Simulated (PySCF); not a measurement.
Ti(OH)2(NH2)2 (H6N2O2Ti), SMILES [NH2][Ti]([NH2])([OH])[OH], multiplicity 1. Geometry optimised at B3LYP-D3(BJ)/def2-SVP. The multiplicity is an assumed one; no other spin state was optimised. The structure was generated by enumeration; whether it is a known compound was not checked. Other conformers were not sampled.

Level of theory: B3LYP-D3(BJ)/def2-SVP in PySCF 2.14.0.

Harmonic wavenumbers (cm⁻¹): 154, 170, 182, 190, 199, 250, 267, 302, 362, 383, 410, 452, 503, 519, 533, 682, 727, 768, 792, 1483, 1486, 3528, 3530, 3627, 3630, 3879, 3882. Rotational constants (GHz): 3.188, 3.096, 3.050; symmetry number 1.

Work out the zero-point energy and the ideal-gas rigid-rotor harmonic-oscillator thermochemistry at 298.15 K and 1 atm.

ZPE = ½ Σ hcν = ½ × 32892 cm⁻¹ = 196.74 kJ/mol. H − E(el) = 224.01 kJ/mol. Entropy in J/(mol K): translation 167.81, rotation 112.01, vibration 97.35, total 377.17. G − E(el) = 111.56 kJ/mol. Cp = 146.90 J/(mol K).
